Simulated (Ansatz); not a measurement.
Cartesian coordinates (Å):
```xyz
10

Al     0.0649    -0.0622    -0.0376
F     -0.2659    -0.8050     1.4173
F     -1.1298    -0.1249    -1.1982
F      0.9746     1.3331     0.0248
C      3.1286    -2.9956    -1.8121
C      2.1621    -2.0702    -1.2523
N      1.3953    -1.3360    -0.8082
H      2.6711    -3.9912    -1.9134
H      4.0034    -3.0628    -1.1480
H      3.4498    -2.6400    -2.8026
```
Charge 0, multiplicity 1.

Calculation: frozen-core CCSD(T)/cc-pVTZ // B3LYP-D3(BJ)/def2-SVP (Ansatz, a first-principles code).

```yaml
HF energy: -672.61533 Ha
MP2 correlation energy: -1.34799 Ha
```

**Question.** Estimate the CCSD correlation energy, the (T) correction, the total energy and the T1 diagnostic.

**Answer.** 
```
Item                            Result
-----------------------  -------------
CCSD correlation energy    -1.35847 Ha
(T) correction             -0.04817 Ha
CCSD(T) total energy     -674.02198 Ha
T1 diagnostic                    0.013
```
